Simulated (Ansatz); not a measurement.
Geometry optimisation, RKS B3LYP/6-31G* in Ansatz 0.2.0.

input.yaml

```yaml
crystal:
  periodic: [false, false, false]
  atoms:
    - { symbol: C, position_ang: [-0.4896, 2.3034, -0.5312] }
    - { symbol: "N", position_ang: [-0.3073, 1.3644, 0.2495] }
    - { symbol: Al, position_ang: [0.0345, -0.3865, -0.3991] }
    - { symbol: C, position_ang: [0.4954, -1.8486, 0.9048] }
    - { symbol: H, position_ang: [-0.5323, 2.2081, -1.639] }
    - { symbol: H, position_ang: [-0.7446, 3.347, -0.1355] }
    - { symbol: H, position_ang: [0.1212, -0.6782, -1.9508] }
    - { symbol: H, position_ang: [0.6537, -2.7832, 0.3471] }
    - { symbol: H, position_ang: [-0.4576, -1.9754, 1.6089] }
    - { symbol: H, position_ang: [1.3097, -1.6022, 1.5483] }
basis:
  gaussian: { orbitals: "6-31G*" }
hamiltonian:
  xc: b3lyp
relax:
  f_tol: 0.02
  max_steps: 50
```

Run as:

```bash
$ ansatz run input.yaml --threads 1 --pin off --max-ram 2048MiB --backend cpu --events-out ev --progress --plain --runs-dir out
```

Problem. Where does it end, and by what steps?

Solution. The run converged. After 9 steps the energy has fallen by 0.309 eV; N2 moved furthest, 0.08 Å.

```json
{"step": "0", "energy less start (eV)": "0.0000", "largest force component (eV/Å)": "3.122", "accepted": "yes"}
{"step": "1", "energy less start (eV)": "0.0947", "largest force component (eV/Å)": "3.142", "accepted": "no"}
{"step": "2", "energy less start (eV)": "-0.2458", "largest force component (eV/Å)": "1.398", "accepted": "yes"}
{"step": "3", "energy less start (eV)": "-0.3030", "largest force component (eV/Å)": "0.318", "accepted": "yes"}
{"step": "4", "energy less start (eV)": "-0.3077", "largest force component (eV/Å)": "0.040", "accepted": "yes"}
{"step": "5", "energy less start (eV)": "-0.3083", "largest force component (eV/Å)": "0.021", "accepted": "yes"}
{"step": "6", "energy less start (eV)": "-0.3085", "largest force component (eV/Å)": "0.035", "accepted": "yes"}
{"step": "7", "energy less start (eV)": "-0.3085", "largest force component (eV/Å)": "0.029", "accepted": "yes"}
{"step": "8", "energy less start (eV)": "-0.3084", "largest force component (eV/Å)": "0.067", "accepted": "no"}
{"step": "9", "energy less start (eV)": "-0.3086", "largest force component (eV/Å)": "0.008", "accepted": "yes"}
```

```xyz
10
Properties=species:S:1:pos:R:3
C -0.508 2.279 -0.528
N -0.289 1.286 0.229
Al 0.074 -0.402 -0.401
C 0.439 -1.817 0.898
H -0.502 2.253 -1.637
H -0.729 3.277 -0.113
H 0.064 -0.631 -1.983
H 0.667 -2.780 0.427
H -0.418 -1.967 1.568
H 1.287 -1.550 1.544
```

Run time: 36 s on 1 CPU thread of a shared host.
